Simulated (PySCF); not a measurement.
Vertical excitations of a molecule C4H10N2 from TDDFT-ωB97X/def2-SVPD run with PySCF 2.14.0, as energy in eV (oscillator strength): 6.70 (0.012), 6.76 (0.075), 7.15 (0.035), 7.22 (0.283), 7.84 (0.055), 7.90 (0.056), 7.96 (0.168), 8.05 (0.022), 8.29 (0.003), 8.60 (0.005). Lowest triplet (TDA): 4.42 eV. Coordinates come from a B3LYP-D3(BJ)/def2-SVP optimisation. One conformer was computed; it need not be the lowest.

**Question.** Identify the compound among the candidates.
(A) C=C[C@@H](N)CN
(B) CC/N=C/CN
(C) CNC1CNC1
(D) C/N=C\CCN

**Answer.** A, C=C[C@@H](N)CN
